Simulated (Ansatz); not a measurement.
Reaction (isomerisation): `BC1=NC([SiH3])C1` → `BC(C)([SiH3])C#N`

Gas-phase electronic energies from Ansatz, PBE0-D4/def2-TZVP geometries. CCSD(T)/CBS adds triple-zeta CCSD(T) − MP2 to the extrapolated MP2 energy (def2 sets, frozen cores). DFT in def2-TZVPP.

```csv
level,ΔE (kJ/mol),difference from CCSD(T)/CBS
PBE0-D4,-118.9,18.5
ωB97X-V,-126.1,11.3
B2PLYP,-141.6,-4.2
PBE,-114.9,22.5
r2SCAN,-130.2,7.2
HF/def2-TZVPP,-150.6,-13.2
SCS-MP2/def2-TZVPP,-151.2,-13.8
HF/def2-QZVPP,-149.9,-12.5
MP2/def2-QZVPP,-150.3,-12.9
MP2/CBS(def2),-148.7,-11.3
CCSD(T)/CBS,-137.4,0
```

Largest T1 diagnostic among the species: 0.013.

The D4 term adds −3.2 kJ/mol with B3LYP and −1.8 kJ/mol with PBE0; it sums over pairs of atoms, weighted by their polarisabilities, and B3LYP, whose exchange is more repulsive, gets the larger term.

B3LYP here is the variant with VWN-RPA as its local correlation; programs differ in this.
